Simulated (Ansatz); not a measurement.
`BB(C)CC` and `BB(C)OC` differ in one atom or group.

Ansatz, PBE0-D4/def2-TZVP geometries, multiplicity 1. Each molecule was computed in one conformer, which needn't be the lowest.

```
                                        property  `BB(C)CC`
               LUMO energy (PBE/def2-TZVPP) / eV      -2.47
         HOMO–LUMO gap (ωB97M-V/def2-TZVPP) / eV      10.32
             HOMO energy (B3LYP/def2-TZVPP) / eV      -7.44
           LUMO energy (ωB97M-V/def2-TZVPP) / eV       0.44
              LUMO energy (PBE0/def2-TZVPP) / eV      -1.46
size of the dipole moment (B3LYP/def2-TZVPP) / D       0.73
```

Problem. Give the same properties after the change, and the shifts. (Estimate.)

Solution. Computed: 
| property | `BB(C)OC` | shift |
| --- | --- | --- |
| LUMO energy (PBE/def2-TZVPP) / eV | -2.79 | -0.32 |
| HOMO–LUMO gap (ωB97M-V/def2-TZVPP) / eV | 10.03 | -0.29 |
| HOMO energy (B3LYP/def2-TZVPP) / eV | -7.36 | 0.08 |
| LUMO energy (ωB97M-V/def2-TZVPP) / eV | 0.20 | -0.24 |
| LUMO energy (PBE0/def2-TZVPP) / eV | -1.76 | -0.30 |
| size of the dipole moment (B3LYP/def2-TZVPP) / D | 1.03 | 0.30 |

With PBE0 the HOMO rises by 0.05 eV and the LUMO falls by 0.30 eV, so the gap narrows by about 0.35 eV. PBE moves the HOMO by 0.10 eV and ωB97M-V by 0.05 eV. Dipoles are sizes alone; their direction can turn.

B3LYP here is the variant with VWN-RPA as its local correlation; programs differ in this.
